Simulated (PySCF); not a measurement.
Spinor energies of W⁴⁹⁺ (tungsten, charge +49)

Start: [Ar] 3d7; 3d3/2 filled at m_j = -3/2, -1/2, +1/2, +3/2; 3d5/2 filled at m_j = +1/2, +3/2, +5/2. Calculated with PySCF 2.14 in an uncontracted even-tempered set (15 s from 13 bohr⁻², ratio 2.8; 13 p from 16 bohr⁻², ratio 2.8; 8 d from 16 bohr⁻², ratio 2.8; 3 f from 58 bohr⁻², ratio 3): generalised Hartree-Fock with the X2C-1e Hamiltonian and a Gaussian nucleus; one run each with spin-orbit coupling (SO) switched off, then screened by Boettger's factors.

```csv
spinor shell,electrons,"ε, spin-free (eV)","ε, screened SO (eV)",weight of nominal j (screened SO),"rms radius, screened SO (bohr)"
1s1/2,2,-72762.5,-72738.8,1.000,0.0208
2s1/2,2,-14994.4,-14985.6,1.000,0.0835
2p1/2,2,-13476.7,-14455.2,1.000,0.0710
3s1/2,2,-5415.5,-5412.8,1.000,0.208
3p1/2,2,-4952.7,-5194.0,1.000,0.199
3p3/2,4,-4952.7,-4851.8,1.000,0.213
3d3/2,4,-4480.4,-4518.6,0.992,0.184
3d5/2,3,-4480.4,-4449.6,0.993,0.187
```

(1) Where does 2p3/2 lie, and what is the 2p spin-orbit splitting (screened SO)?

```
   quantity     spin-free   screened SO
E (hartree)  -14182.97889  -14204.17566
        M_J           9/2           9/2
       ⟨J²⟩        24.750        24.750
       ⟨L²⟩        12.000        15.947
       ⟨S²⟩         3.750         2.553
```

Each row is a mean over spinors that exchange with the open shell spreads, by up to 41.916 eV (3p3/2).

Breit and QED terms are absent; they matter most for the inner s and p1/2 levels.

Densities and radii are taken from the X2C orbitals without a picture-change correction, which distorts them close to the nucleus.

Without spin-orbit coupling the j labels of p, d and f shells carry no meaning; the spin-free column gives the mean over the occupied spinors of each nl shell.

## Answers

(1) At -13075.7 eV, 1379.6 eV above 2p1/2.
